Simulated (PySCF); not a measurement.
Species: SiBr₄.
Atom-mapped SMILES: `[Br:1][Si:2]([Br:3])([Br:4])[Br:5]`

Structure used (PBE0-D3(BJ)/def2-SVP), in Å, numbered top down from 1:
```xyz
5
SiBr4 angstrom
Br     2.195    0.152    0.181
Si     0.006   -0.008   -0.007
Br    -0.491   -0.996   -1.911
Br    -0.874    2.010    0.036
Br    -0.798   -1.193    1.666
```

Method: PBE0-D3(BJ)/def2-SVP geometry optimisation, gas phase (PySCF).

Take the most abundant isotopes and a rigid rotor. 

Question: Give the principal moments of inertia and the rotational constants in MHz.

Answer: Ia = 1018.72, Ib = 1019.19, Ic = 1024.05 u·Å²; 505379 MHz·u·Å²/I gives A = 496.1, B = 495.9, C = 493.5 MHz.

Question: Classify the top.

Answer: A spherical top, as the point group Td requires three equal moments; the computed ones differ by 0.52 % because the geometry is symmetric only within the optimiser's tolerance.

The point group Td allows no dipole (computed: 0.01 D), so a rigid rotor has no electric-dipole lines.

Whether it is a minimum is left open (no frequencies). These are rigid-rotor constants of the computed structure; measured ground-state constants (B0) also hold zero-point vibration.

The run took 62 s wall on one thread of an Intel Xeon 6975P-C, shared host with 192 logical CPUs at a one-minute load of 43, and the process peaked at 0.87 GiB of memory. This is the geometry optimisation.
